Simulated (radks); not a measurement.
Effect of the nuclear size on the iridium ion Ir7+, [Xe] 4f14 5d2. Calculated with a radial shooting solver on a logarithmic mesh with Libxc functionals: Dirac Kohn-Sham, LDA (Slater exchange, Perdew-Wang correlation), spin-unpolarised, spherical densities, finite nucleus; open shells fill j = l - 1/2 first; Fermi nuclear charge, rms radius 5.4032 fm. The rms radius is varied about that value; shifts are against it.

| rms radius (fm) | total energy shift (eV) | density at nucleus (e/bohr^3) | 1s1/2 shift (meV) | 2s1/2 shift (meV) | 5s1/2 shift (meV) | 5p1/2 shift (meV) | 5d3/2 shift (meV) | 6s1/2 (empty) shift (meV) |
|---|---|---|---|---|---|---|---|---|
| 4.6684 | -20.2 | 1.916e+06 | -8120 | -1180 | -13.0 | 0.123 | 0.529 | -3.34 |
| 5.0196 | -10.8 | 1.864e+06 | -4330 | -628 | -6.95 | 0.065 | 0.282 | -1.78 |
| 5.4032 | 0 | 1.813e+06 | 0.000 | 0.000 | 0.000 | 0.000 | 0.000 | 0.000 |
| 5.7706 | 10.8 | 1.769e+06 | 4340 | 628 | 6.95 | -0.065 | -0.283 | 1.78 |
| 6.0084 | 18.0 | 1.742e+06 | 7240 | 1050 | 11.6 | -0.107 | -0.472 | 2.97 |

Slopes of the eigenvalues against <r^2> in GHz/fm^2, as finite differences over the two radii next to the reference (eigenvalue slopes, not the field-shift constants of lines): 1s1/2 259000, 2s1/2 37500, 5s1/2 415, 5p1/2 -3.87, 5d3/2 -16.9, 6s1/2 (empty) 106.
